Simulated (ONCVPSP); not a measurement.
# Building the ONCV potential for mercury (PBE, fully relativistic).

mercury (Hg), optimised norm-conserving Vanderbilt (ONCV), made with ONCVPSP 4.0.1 (PBE, fully relativistic). Core [Xe] 4f14 5d10, reference 6s2. Waves: 6s: rc 1.75 bohr, ncon 4, nbas 8, qcut 4.1 1/bohr, 2 projectors, debl 3.2 Ha; p scattering state at 0.05 Ha: rc 1.40 bohr, ncon 4, nbas 8, qcut 6 1/bohr, 3 projectors, debl 3.6 Ha; d scattering state at 0.37 Ha: rc 1.65 bohr, ncon 4, nbas 8, qcut 5.3 1/bohr, 2 projectors, debl 3.2 Ha. Local part: polynomial inside 1.35 bohr (lpopt 5, dvloc0 0 Ha). Core correction: none.

Open shells are filled in proportion to 2j + 1.

Does the generator finish with these settings?

No. ONCVPSP 4.0.1 stopped with "optimize: ERROR ps0norm > uunorm, code will stop": the continuity conditions at rc already need more norm inside rc than the all-electron wave has, so norm conservation cannot be met. It happened in the s channel.
